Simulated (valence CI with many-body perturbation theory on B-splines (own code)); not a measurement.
# Sensitivity of CI+MBPT for Cu¹⁵⁺

Computed by valence CI with perturbative core correlation (CI+MBPT): four valence electrons over a frozen Dirac-Fock core [Ne], radial functions for each j: 6 s, 6 p, 5 d, 3 f, 1 g, with the one-electron correlation potential Σ1 (screened to all orders), the two-electron term Σ2, the three-electron term Σ3, Breit, model QED; selected single and double excitations, second order for the rest, scaled by the run's own slope (own B-spline code, finite nucleus).

No measured spectrum was set against this ion. As an estimate, levels of excited configurations hold to 0.05 to 0.15 % of their energy, terms of the ground configuration to about 0.5 %.

The reference run has the lowest level 3s²3p² ³P_0 and an ionisation energy of 517.969 eV. Its largest variational space holds 9990 state functions.

Names give the largest LS component (configuration and term), which can be under half, so a name can repeat, a term be missing and a line seem to break the LS rules; names also repeat where a configuration has a term twice.

| Level | Reference (cm⁻¹) | Shift (cm⁻¹) |
| --- | --- | --- |
| 3s²3p² ³P_1 | 18569 | -21 |
| 3s²3p² ³P_2 | 32789 | -0.6 |
| 3s²3p² ¹D_2 | 72264 | +71 |
| 3s²3p² ¹S_0 | 124048 | +261 |
| 3s3p³ ⁵S°_2 | 275995 | -334 |
| 3s3p³ ³D°_1 | 360938 | -233 |
| 3s3p³ ³D°_2 | 361414 | -232 |
| 3s3p³ ³D°_3 | 368031 | -246 |
| 3s3p³ ³P°_0 | 413827 | -73 |
| 3s3p³ ³P°_1 | 415720 | -83 |
| 3s3p³ ³P°_2 | 417090 | -114 |
| 3s3p³ ¹D°_2 | 455392 | -209 |

The ionisation energy moves by +0.126 eV.

(1) Which of these changes was made?
A. three-electron term on → off
B. Breit term on → off; orbitals per symmetry with explicit Σ2 and valence Breit (the others get mean screening factors) 5 → 3
C. scale of Σ1 1 → 0

## Answers

(1) A. three-electron term on → off.
